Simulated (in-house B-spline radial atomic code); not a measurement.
Configurations of La IV (La3+), with energies counted from [Kr] 4d10 5s2 5p6. All numbers are computed (Dirac-Hartree-Fock, average of configuration; Fermi nucleus of rms radius 4.855 fm) with a radial B-spline atomic code at the basis-set limit, not measured. Energies include first-order Breit, QED and recoil terms.

Occupations are held fixed; configurations that lie above the ionisation limit could autoionise.

```csv
configuration,E - E(ref) (eV),highest orbital,its <r> (bohr)
[Kr] 4d10 5s2 5p5 7d1,41.103,7d5/2,8.688
[Kr] 4d10 5s2 5p5 8d1,43.835,8d5/2,12.84
[Kr] 4d10 5s2 5p5 8f1,45.584,8f7/2,17.39
[Kr] 4d10 5s1 5p6 6d1,56.824,6d5/2,5.243
[Kr] 4d9 5s2 5p6 7g1,133.75,7g7/2,15.74
[Ar] 3d10 4s2 4p5 4d10 4f1 5s2 5p6,211.77,4f7/2,1.031
[Ar] 3d10 4s2 4p5 4d10 5s2 5p6 5g1,238.92,5g7/2,6.817
[Ar] 3d10 4s2 4p5 4d10 5s2 5p6 6f1,239.1,6f7/2,8.03
[Ar] 3d9 4s2 4p6 4d10 5s2 5p6 5f1,864.88,5f7/2,4.567
[Ar] 3d9 4s2 4p6 4d10 5s2 5p6 6f1,869.69,6f7/2,7.978
[Ar] 3d9 4s2 4p6 4d10 5s2 5p6 9p1,872.86,9p3/2,14.93
[Ar] 3d9 4s2 4p6 4d10 5s2 5p6 9g1,875.59,9g7/2,27.7
```

Q: Order these further configurations by energy, lowest first.
A. [Kr] 4d10 5s1 5p6 5f1
B. [Kr] 4d10 5s1 5p6 8p1
C. [Kr] 4d9 5s2 5p6 5f1
D. [Kr] 4d10 5s1 5p6 8d1
E. [Ar] 3d9 4s2 4p6 4d10 5s2 5p6 7f1

A: A (57.856 eV), B (63.33 eV), D (64.849 eV), C (124.92 eV), E (872.31 eV).

Q: How far above the reference does [Kr] 4d10 5s1 5p6 6g1 lie?

A: 64.863 eV; its least bound orbital is 6g7/2 with <r> = 10.89 bohr.

Q: How far above the reference does [Ar] 3d10 4s2 4p5 4d10 5s2 5p6 9f1 lie?

A: 244.29 eV; its least bound orbital is 9f7/2 with <r> = 22.77 bohr.

Q: How far above the reference does [Kr] 4d9 5s2 5p6 5g1 lie?

A: 129.48 eV; its least bound orbital is 5g7/2 with <r> = 6.817 bohr.

Q: One of these lies 241.5 eV from the reference. Which?
A. [Ar] 3d10 4s2 4p5 4d10 5s2 5p6 5f1
B. [Ar] 3d10 4s2 4p5 4d10 5s2 5p6 8d1
C. [Ar] 3d10 4s2 4p5 4d10 5s2 5p6 5d1
D. [Kr] 4d10 5s2 5p5 9g1

A: B.
